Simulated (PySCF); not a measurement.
B (boron, neutral) across methods

[He] 2s1 2p2, high-spin 4P determinant (an excited configuration). Calculation: PySCF 2.14, in aug-cc-pV5Z (7s6p5d4f3g2h, 127 functions); the non-relativistic Hamiltonian (point nucleus).

```csv
method,E (hartree),mean ε 1s β (eV),mean ε 2s α (eV),mean ε 2p α (eV),Σ⟨r²⟩ (bohr²),⟨S²⟩
UHF,-24.45269,-207.95,-17.523,-9.699,15.71,3.750
PBE,-24.4917,-179.65,-10.699,-4.840,16.40,3.750
HSE06,-24.5048,-186.45,-12.036,-5.705,16.09,3.750
MN15,-24.5016,-184.72,-12.553,-6.279,16.52,3.750
LDA,-24.2352,-177.74,-10.611,-4.842,16.53,3.750
wB97X-V,-24.5252,-188.77,-15.138,-8.446,16.25,3.750
r2SCAN,-24.5302,-182.65,-11.290,-5.129,15.99,3.750
PBE0,-24.5014,-186.88,-12.480,-6.110,16.09,3.750
```
